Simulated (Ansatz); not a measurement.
In₇Sb₇H₂₀, a nanocrystal cut from zinc blende InSb (hydrogen-capped), 34 atoms. Hardware: 2 threads of AMD EPYC 7R13 on a shared host and a share (18 GiB) of an NVIDIA H100 80GB HBM3.

In the def2 sets In, Sb take a core potential; there is no spin–orbit coupling. Correlated methods freeze 56 core orbitals; core or outer-core shells of In, Sb are correlated, in sets that lack core-valence functions. Single mean-field runs in def2-SVP, def2-TZVP are fitted with def2-universal-jkfit.

Task: How many basis functions does each of these Ansatz runs have, and roughly what does it cost? PBE-QIDH/def2-SVP, charge -1 doublet at the geometry of the charge 0 singlet, energy, from earlier orbitals; PBE0-D4/def2-TZVP, charge 0 singlet, energy, from earlier orbitals; PBE0-D4/def2-SVP, charge 0 triplet at the geometry of the charge 0 singlet, energy; MP2/def2-SVP, charge 0 singlet, energy, from earlier orbitals; PBE-D4/def2-SVP, charge 0 singlet, relaxation, 7 steps; PBE0-D4/def2-SVP, charge -1 doublet at the geometry of the charge 0 singlet, energy; PBE-D4/def2-SVP, charge 0 singlet, energy, from earlier orbitals; PBE-D4/def2-SVP, charge -1 doublet at the geometry of the charge 0 singlet, energy, from earlier orbitals; PBE-QIDH/def2-SVP, charge 1 doublet at the geometry of the charge 0 singlet, energy, from earlier orbitals; PBE-D4/def2-SVP, charge 0 triplet at the geometry of the charge 0 singlet, energy, from earlier orbitals; PBE0-D4/def2-SVP, charge 1 doublet at the geometry of the charge 0 singlet, energy; PBE-D4/def2-SVP, charge 1 doublet at the geometry of the charge 0 singlet, energy, from earlier orbitals.

Result: Other jobs shared the machine, so times can vary by a factor of up to 3.

```csv
run,functions,fitting or Cholesky vectors,wall time,peak host memory (GiB)
"PBE-D4/def2-SVP, charge -1 doublet at the geometry of the charge 0 singlet, energy, from earlier orbitals",464,3412,14 s,1.2
"PBE0-D4/def2-TZVP, charge 0 singlet, energy, from earlier orbitals",820,3412,14 s,1.1
"PBE-D4/def2-SVP, charge 1 doublet at the geometry of the charge 0 singlet, energy, from earlier orbitals",464,3412,14 s,1.2
"PBE-D4/def2-SVP, charge 0 singlet, energy, from earlier orbitals",464,3412,17 s,1
"MP2/def2-SVP, charge 0 singlet, energy, from earlier orbitals",464,5731,17 s,1.4
"PBE0-D4/def2-SVP, charge -1 doublet at the geometry of the charge 0 singlet, energy",464,3412,24 s,1.2
"PBE0-D4/def2-SVP, charge 1 doublet at the geometry of the charge 0 singlet, energy",464,3412,25 s,1.2
"PBE-D4/def2-SVP, charge 0 triplet at the geometry of the charge 0 singlet, energy, from earlier orbitals",464,3412,30 s,1.2
"PBE0-D4/def2-SVP, charge 0 triplet at the geometry of the charge 0 singlet, energy",464,3412,34 s,1.2
"PBE-QIDH/def2-SVP, charge 1 doublet at the geometry of the charge 0 singlet, energy, from earlier orbitals",464,3412,34 s,3
"PBE-QIDH/def2-SVP, charge -1 doublet at the geometry of the charge 0 singlet, energy, from earlier orbitals",464,3412,43 s,3
"PBE-D4/def2-SVP, charge 0 singlet, relaxation, 7 steps",464,3412,52 s,1.1
```
